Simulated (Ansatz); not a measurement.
Steps of a relaxation of `[SiH3]C[O][ZnH]` with RKS PBE-D4/def2-SVP.

```sh
$ ansatz run in.yaml --threads 4 --pin off --events-out ev --progress --plain --max-ram 10444MiB
```

```yaml
crystal:
  periodic: [false, false, false]
  atoms:
    - {symbol: Si, position_ang: [-0.973200, 0.525100, -0.204400]}
    - {symbol: C, position_ang: [-0.100300, -0.841300, 0.585900]}
    - {symbol: O, position_ang: [0.625900, -1.505500, -0.389000]}
    - {symbol: Zn, position_ang: [1.911300, 0.000600, -1.001600]}
    - {symbol: H, position_ang: [-1.913600, 0.031900, -1.273700]}
    - {symbol: H, position_ang: [-1.816300, 1.290600, 0.799200]}
    - {symbol: H, position_ang: [-0.035800, 1.506800, -0.819600]}
    - {symbol: H, position_ang: [0.614700, -0.420900, 1.366100]}
    - {symbol: H, position_ang: [-0.817200, -1.526300, 1.085900]}
    - {symbol: H, position_ang: [2.587500, 0.887900, -0.145900]}
basis:
  gaussian: {orbitals: def2-SVP}
hamiltonian: {xc: pbe, dispersion: d4}
relax: {f_tol: 0.03, max_steps: 200}
```

Positions (Å) and forces (eV/Å) along the path, 12 of 12 steps:

```xyz
10
step=1 energy=-59450.1535 eV
Si   -0.973    0.525   -0.204   -2.227    1.032   -0.081
C    -0.100   -0.841    0.586    1.510   -0.327    1.106
O     0.626   -1.506   -0.389    1.601    0.452   -2.131
Zn    1.911    0.001   -1.002   -2.454   -2.920    0.059
H    -1.914    0.032   -1.274    0.156    0.028   -0.077
H    -1.816    1.291    0.799    0.003    0.195   -0.110
H    -0.036    1.507   -0.820    0.523    0.059   -0.277
H     0.615   -0.421    1.366   -0.660   -0.150    0.352
H    -0.817   -1.526    1.086   -0.085   -0.104    0.293
H     2.587    0.888   -0.146    1.635    1.736    0.865
10
step=2 energy=-59450.9126 eV
Si   -1.057    0.532   -0.172   -0.812    0.692   -0.324
C    -0.083   -0.849    0.573    0.394   -0.432    0.788
O     0.633   -1.490   -0.455    1.011    0.850   -0.902
Zn    1.885   -0.050   -0.900   -1.163   -1.334    0.708
H    -1.930    0.036   -1.293   -0.018    0.012    0.062
H    -1.865    1.355    0.809   -0.021    0.042   -0.081
H    -0.041    1.451   -0.825    0.153   -0.021   -0.052
H     0.574   -0.443    1.406   -0.251   -0.149   -0.020
H    -0.787   -1.554    1.078    0.059   -0.153    0.047
H     2.753    0.961   -0.217    0.647    0.493   -0.226
10
step=3 energy=-59451.2005 eV
Si   -1.097    0.552   -0.173   -0.073    0.163   -0.120
C    -0.091   -0.865    0.584   -0.291   -0.172    0.369
O     0.670   -1.430   -0.480   -0.461   -0.455    0.064
Zn    1.842   -0.097   -0.761    1.245    1.014    0.240
H    -1.956    0.045   -1.293   -0.055    0.010    0.017
H    -1.895    1.382    0.798   -0.076    0.081   -0.013
H    -0.029    1.439   -0.822   -0.099   -0.095    0.093
H     0.528   -0.474    1.443   -0.099   -0.102   -0.026
H    -0.774   -1.616    1.057    0.128   -0.061   -0.142
H     2.886    1.013   -0.350   -0.219   -0.382   -0.482
10
step=4 energy=-59451.3364 eV
Si   -1.120    0.550   -0.171   -0.207   -0.003   -0.052
C    -0.124   -0.881    0.585   -0.214   -0.137    0.345
O     0.685   -1.386   -0.474   -0.109   -0.048    0.138
Zn    1.898   -0.042   -0.631    0.826    0.398   -0.196
H    -2.001    0.044   -1.275   -0.025    0.036   -0.016
H    -1.908    1.405    0.789   -0.061    0.047    0.000
H    -0.053    1.425   -0.822    0.001   -0.044    0.085
H     0.460   -0.495    1.469   -0.081   -0.099    0.031
H    -0.779   -1.678    1.024    0.058    0.059   -0.180
H     3.026    1.008   -0.493   -0.188   -0.209   -0.153
10
step=5 energy=-59451.4357 eV
Si   -1.168    0.543   -0.158    0.139    0.072   -0.016
C    -0.144   -0.876    0.604   -0.128   -0.295    0.206
O     0.736   -1.334   -0.428    0.062    0.375    0.365
Zn    2.022   -0.036   -0.611    0.092   -0.008   -0.169
H    -2.042    0.058   -1.279    0.008   -0.008   -0.003
H    -1.968    1.416    0.780   -0.044   -0.048    0.006
H    -0.071    1.404   -0.768   -0.050    0.061    0.006
H     0.374   -0.525    1.546   -0.108   -0.055   -0.183
H    -0.804   -1.710    0.961    0.106    0.062   -0.157
H     3.148    1.007   -0.645   -0.077   -0.155   -0.054
10
step=6 energy=-59451.4993 eV
Si   -1.172    0.551   -0.148    0.026   -0.006    0.037
C    -0.173   -0.881    0.638    0.141   -0.211    0.009
O     0.800   -1.282   -0.338   -0.051    0.395    0.409
Zn    2.091   -0.012   -0.625   -0.088   -0.093   -0.045
H    -2.027    0.066   -1.285    0.034    0.001   -0.025
H    -2.021    1.391    0.782   -0.002   -0.057   -0.013
H    -0.091    1.449   -0.730   -0.024    0.004    0.048
H     0.262   -0.555    1.630   -0.091   -0.111   -0.277
H    -0.836   -1.755    0.890    0.148    0.217   -0.114
H     3.249    0.978   -0.811   -0.093   -0.137   -0.029
10
step=7 energy=-59451.5494 eV
Si   -1.163    0.551   -0.126    0.000    0.117   -0.023
C    -0.178   -0.875    0.678    0.002    0.041   -0.235
O     0.843   -1.255   -0.233   -0.017    0.164    0.125
Zn    2.097   -0.011   -0.675   -0.032   -0.023    0.033
H    -1.891    0.094   -1.364    0.057   -0.015    0.061
H    -2.128    1.305    0.764    0.006   -0.047   -0.026
H    -0.085    1.523   -0.582    0.005   -0.009    0.029
H     0.197   -0.577    1.688    0.007    0.008    0.053
H    -0.872   -1.728    0.856    0.037   -0.147    0.018
H     3.262    0.922   -1.003   -0.064   -0.090   -0.036
10
step=8 energy=-59451.5711 eV
Si   -1.144    0.577   -0.109   -0.048   -0.131   -0.008
C    -0.204   -0.872    0.701    0.067   -0.098    0.166
O     0.879   -1.218   -0.133    0.063    0.077   -0.084
Zn    2.088    0.003   -0.701    0.000   -0.021    0.018
H    -1.742    0.117   -1.404   -0.026    0.032   -0.090
H    -2.209    1.246    0.722   -0.029    0.043    0.019
H    -0.063    1.589   -0.446    0.026   -0.011    0.040
H     0.108   -0.594    1.742   -0.027   -0.008   -0.018
H    -0.868   -1.765    0.825   -0.023    0.130   -0.017
H     3.238    0.867   -1.194   -0.004   -0.012   -0.024
10
step=9 energy=-59451.5741 eV
Si   -1.143    0.568   -0.097    0.040    0.096   -0.084
C    -0.214   -0.874    0.736    0.024   -0.168    0.077
O     0.916   -1.184   -0.049   -0.037    0.077    0.006
Zn    2.085    0.019   -0.725    0.071    0.054   -0.071
H    -1.620    0.170   -1.478    0.052    0.041    0.155
H    -2.285    1.199    0.674    0.065   -0.037   -0.065
H    -0.037    1.607   -0.288   -0.114   -0.075   -0.006
H     0.042   -0.604    1.797   -0.041   -0.017   -0.111
H    -0.876   -1.776    0.811    0.078    0.123    0.002
H     3.217    0.825   -1.378   -0.138   -0.093    0.098
10
step=10 energy=-59451.5788 eV
Si   -1.140    0.567   -0.098   -0.016    0.042   -0.060
C    -0.206   -0.877    0.727    0.003   -0.047    0.015
O     0.896   -1.201   -0.092   -0.008    0.059    0.013
Zn    2.078    0.015   -0.720    0.010   -0.011   -0.005
H    -1.660    0.153   -1.451    0.022    0.001    0.039
H    -2.257    1.221    0.682    0.018   -0.012   -0.004
H    -0.047    1.597   -0.348   -0.018   -0.034    0.019
H     0.078   -0.602    1.776    0.001   -0.010   -0.029
H    -0.876   -1.767    0.825    0.021    0.029    0.000
H     3.217    0.844   -1.299   -0.032   -0.018    0.011
10
step=11 energy=-59451.5792 eV
Si   -1.138    0.569   -0.100    0.010   -0.008    0.008
C    -0.208   -0.876    0.728   -0.005   -0.029    0.017
O     0.894   -1.197   -0.091   -0.035   -0.004    0.026
Zn    2.071    0.016   -0.723    0.043    0.028   -0.020
H    -1.644    0.148   -1.454    0.004    0.017    0.009
H    -2.258    1.219    0.679    0.003    0.002   -0.017
H    -0.038    1.593   -0.333   -0.017   -0.003   -0.005
H     0.076   -0.601    1.777    0.000   -0.007   -0.020
H    -0.877   -1.766    0.826    0.012    0.013   -0.001
H     3.206    0.845   -1.305   -0.015   -0.008    0.002
10
step=12 energy=-59451.5795 eV
Si   -1.136    0.569   -0.097   -0.015    0.001    0.008
C    -0.209   -0.878    0.732   -0.017    0.028    0.008
O     0.896   -1.192   -0.082    0.029   -0.019   -0.014
Zn    2.075    0.012   -0.728   -0.009    0.011    0.006
H    -1.628    0.156   -1.457    0.002   -0.001    0.001
H    -2.267    1.212    0.670    0.001    0.000   -0.005
H    -0.044    1.603   -0.319    0.006   -0.006    0.003
H     0.070   -0.605    1.783    0.001   -0.003   -0.002
H    -0.878   -1.768    0.825    0.005   -0.002   -0.004
H     3.203    0.839   -1.324   -0.001   -0.009   -0.001
```

Run time 18 s (4 threads of an Arm Neoverse V1 on a shared host); peak host memory 0.16 GiB.
